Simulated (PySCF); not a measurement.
C3H8OSi, SMILES C[SiH2]CC=O. Coordinates come from a PBE-D3(BJ)/def2-SVP optimisation. The structure was generated by enumeration, and PubChem lists no compound with its InChIKey, so it may never have been made. One conformer was computed; it need not be the lowest.

Computed equilibrium geometry at PBE-D3(BJ)/def2-SVP (PySCF confirms it by a frequency run) as a Z-matrix, and its point group (one conformer of several):
point group Cs.
```
Si
H 1 1.5033
H 1 1.5033 2 109.32
C 1 1.8920 2 109.91 3 -120.72
H 4 1.1088 1 110.75 2 60.18
H 4 1.1091 5 107.78 1 -121.81
H 4 1.1091 5 107.78 6 -116.38
C 1 1.9119 2 109.26 3 119.52
H 8 1.1147 1 111.12 2 177.81
H 8 1.1147 9 103.92 1 119.58
C 8 1.5089 9 108.34 10 115.07
O 11 1.2164 8 124.32 9 123.93
H 11 1.1340 12 120.24 8 180.00
```
Charge 0, spin multiplicity 1.
